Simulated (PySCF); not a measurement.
TiClO, SMILES [O]=[Ti+][Cl], charge +1, multiplicity 1. Heavy atoms are numbered as in [Ti+:1]([Cl:2])=[O:3].

Geometry optimised at PBE0-D3(BJ)/def2-TZVP. The multiplicity is an assumed one; other spin states were not compared. The isomer is the one that the SMILES or the coordinates give; other isomers of the formula were not compared.

The numbers are results of PBE/def2-TZVPD run with PySCF, not measurements.

Mulliken values depend strongly on the basis, most of all with diffuse functions as here. ESP charges are fitted to the potential on shells at 1.4 to 2.0 van der Waals radii. Atomic charges (e), one atom of each kind:

```tsv
atom	Mulliken	meta-Löwdin	ESP fit
Ti1	1.55	1.30	?
Cl2	-0.15	-0.10	?
O3	-0.40	-0.19	?
```

What belongs in the gaps? (The exact figures need the calculation; the answer reports its results.)


- Ti1, ESP fit: 1.52
- Cl2, ESP fit: -0.13
- O3, ESP fit: -0.39
